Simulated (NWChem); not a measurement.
System: C3H10Si; SMILES C([SiH2]C)C

```xyz
14

C     -0.0631     2.2971     0.0000
C      0.6510     0.9478     0.0000
Si    -0.4992    -0.5513     0.0000
C      0.4667    -2.1663     0.0000
H      0.6490     3.1379     0.0000
H     -0.7071     2.4149    -0.8862
H     -0.7071     2.4149     0.8862
H      1.3135     0.8622     0.8799
H      1.3135     0.8622    -0.8799
H     -1.3882    -0.4937    -1.2074
H     -1.3882    -0.4937     1.2074
H      1.1097    -2.2413     0.8909
H     -0.2132    -3.0322     0.0000
H      1.1097    -2.2413    -0.8909
```
Atoms are numbered in this order, from 1.

STO-3G and 3-21G are far too small for this property and stand as cheap habits. Geometry: optimised at PBE0/def2-SVP. Not confirmed as a minimum by frequencies.

**Question.** Give the principal values of the shielding tensors (ppm) of C1, C2, Si3, C4 from Hartree-Fock/STO-3G, GIAO (NWChem), with their diamagnetic and paramagnetic parts as GIAO splits them.

**Answer.** 
| atom | σ11 | σ22 | σ33 | isotropic | diamagnetic | paramagnetic |
|---|---|---|---|---|---|---|
| C1 | 217.2 | 219.6 | 237.1 | 224.6 | 246.1 | -21.5 |
| C2 | 227.0 | 237.3 | 253.2 | 239.2 | 246.3 | -7.1 |
| Si3 | 577.6 | 602.4 | 640.4 | 606.8 | 868.0 | -261.2 |
| C4 | 238.6 | 249.7 | 252.2 | 246.8 | 247.3 | -0.4 |
